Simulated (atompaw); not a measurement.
Reading a pseudo-wave (rhodium)

Columns: radius, all-electron u(r) and pseudo u(r) of the 5p shell (level -0.80 eV) of rhodium in the configuration [Ar] 3d10 4s2 4p6 4d8 5s1 5p0; PBEsol, scalar-relativistic, PAW (atompaw) scheme, atompaw 4.2.0.5.

```csv
r (bohr),all-electron,pseudo
0.071,-0.0639,-0.0026
0.142,-0.0054,-0.0103
0.213,0.0712,-0.0224
0.285,0.0974,-0.0384
0.356,0.0752,-0.0568
0.427,0.0269,-0.0763
0.498,-0.0287,-0.0956
0.569,-0.0794,-0.1132
0.640,-0.1191,-0.1278
0.712,-0.1459,-0.1384
0.783,-0.1591,-0.1436
0.854,-0.1605,-0.1431
0.925,-0.1523,-0.1367
0.996,-0.1364,-0.1244
1.067,-0.1149,-0.1067
1.138,-0.0892,-0.0845
1.210,-0.0606,-0.0583
1.281,-0.0308,-0.0299
1.352,-0.0003,-0.0001
1.423,0.0302,0.0302
1.494,0.0602,0.0602
1.565,0.0894,0.0894
1.637,0.1180,0.1180
1.708,0.1449,0.1449
1.779,0.1706,0.1706
1.850,0.1949,0.1949
```

**Question.** How many radial nodes do the two functions have?

**Answer.** The all-electron 5p function has n − l − 1 = 3; the pseudo-wave has 1, since 1 lower shell of the same l stays in the valence.

**Question.** At about which radius was the pseudo-wave matched?

**Answer.** 1.55 bohr. The columns agree to 0.0005 from 1.35 bohr on; several derivatives are matched, so the curves merge somewhat inside the radius.

**Question.** Is the pseudo-wave norm-conserving?

**Answer.** No, it belongs to a PAW set: the norm inside the radius is not constrained, and the difference is carried by the augmentation charge.
